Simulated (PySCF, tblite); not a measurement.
Isomers of C7H6NO (doublet state). Computed values, GFN2-xTB/tblite, gas phase, harmonic and unscaled. Against measured fundamentals such values can be off by several per cent, at times by over 20. One conformer each. Open shells enter through the occupations alone, without spin polarisation, and single modes of such species can be off by tens of per cent.

Electronic energies: B3LYP/pcH-1 single points on the GFN2-xTB geometries (PySCF, gas phase).

```tsv
SMILES	electronic energy, lowest = 0 (kJ/mol)
N#C[C]1CC=CC(=O)C1	57.0
N#CCO[C@@H]1C[C@@]12[C]=C2	559.0
[NH]c1cccc(C=O)c1	0.0
```

Q: How do GFN2-xTB zero-point energies change the relative energies?

A: 
```csv
SMILES,ZPE (kJ/mol),of it from modes above 1550 cm⁻¹,electronic (kJ/mol),"with ZPE, lowest = 0 (kJ/mol)",lowest mode (cm⁻¹),rings
[NH]c1cccc(C=O)c1,285.6,130.2,0.0,0.0,84,1
N#C[C]1CC=CC(=O)C1,286.3,140.9,57.0,57.8,48,1
N#CCO[C@@H]1C[C@@]12[C]=C2,277.5,133.5,559.0,550.9,32,2
```

The zero-point energies span 8.8 kJ/mol, from `N#CCO[C@@H]1C[C@@]12[C]=C2` to `N#C[C]1CC=CC(=O)C1`. The order is unchanged.

Q: And how do the electronic energies of GFN2-xTB itself compare?

A: `[NH]c1cccc(C=O)c1` 0.0; `N#C[C]1CC=CC(=O)C1` 39.1; `N#CCO[C@@H]1C[C@@]12[C]=C2` 473.5 kJ/mol, lowest = 0. Against the energies above, taken from the same isomer `[NH]c1cccc(C=O)c1`, the largest difference is 85.5 kJ/mol.

Q: What do entropy and thermal enthalpy add at 298.15 K and 1 bar (rigid rotor, harmonic oscillator, one conformer each)?

A: 
| SMILES | point group | symmetry number | S (J/(mol K)) | H − H(0) (kJ/mol) | ZPE + H − H(0) − TS (kJ/mol) |
| --- | --- | --- | --- | --- | --- |
| [NH]c1cccc(C=O)c1 | Cs | 1 | 369.7 | 23.10 | 198.4 |
| N#C[C]1CC=CC(=O)C1 | C1 | 1 | 383.3 | 23.99 | 196.0 |
| N#CCO[C@@H]1C[C@@]12[C]=C2 | C1 | 1 | 401.0 | 26.23 | 184.2 |

S holds R ln(2S + 1) for the spin.
